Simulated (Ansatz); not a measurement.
Reaction: BH3S (SMILES BS) → BH2S (SMILES B[S], doublet) + H (doublet) (the H-S bond breaks)
Each species at its own B3LYP-D3(BJ)/def2-TZVP minimum (Ansatz, an electronic-structure program).

Total energies in hartree (Ansatz). Radicals and triplets start from unrestricted determinants; spin-orbit coupling is neglected. Cores are frozen in correlated methods. No relativity. Where a partner has so few electrons that a lower coupled-cluster level is exact, that level stands in.

| species | HF/cc-pV(T+d)Z | CCSD(T)/cc-pV(T+d)Z | HF/cc-pV(Q+d)Z | CCSD(T)/cc-pV(Q+d)Z | CCSDT(Q)/cc-pV(T+d)Z |
|---|---|---|---|---|---|
| 1: BH3S (SMILES BS) | -424.00292 | -424.33572 | -424.00818 | -424.36088 | -424.33740 |
| 2: BH2S (SMILES B[S], doublet) | -423.39912 | -423.69611 | -423.40412 | -423.71909 | -423.69816 |
| 3: H (doublet) | -0.49981 | -0.49981 | -0.49995 | -0.49995 | -0.49981 |

**Question.** Work out the bond dissociation energy (electronic) in kcal/mol: take Hartree-Fock from cc-pV(Q+d)Z, extrapolate the CCSD(T) correlation energy as X^-3 (X = 3, 4), and add CCSDT(Q) - CCSD(T) in cc-pV(T+d)Z. 1 hartree = 627.51 kcal/mol.

**Answer.** 
Species 1: correlation (64·(-0.35270) - 27·(-0.33280))/37 = -0.36722; step -0.00168; E1 = -424.00818 + (-0.36722) + (-0.00168) = -424.37708
Species 2: correlation (64·(-0.31497) - 27·(-0.29699))/37 = -0.32809; step -0.00205; E2 = -423.40412 + (-0.32809) + (-0.00205) = -423.73426
Species 3: correlation (64·(0.00000) - 27·(0.00000))/37 = 0.00000; step +0.00000; E3 = -0.49995 + (0.00000) + (+0.00000) = -0.49995
-1·E1 +1·E2 +1·E3 = 0.14287 hartree = 89.7 kcal/mol.
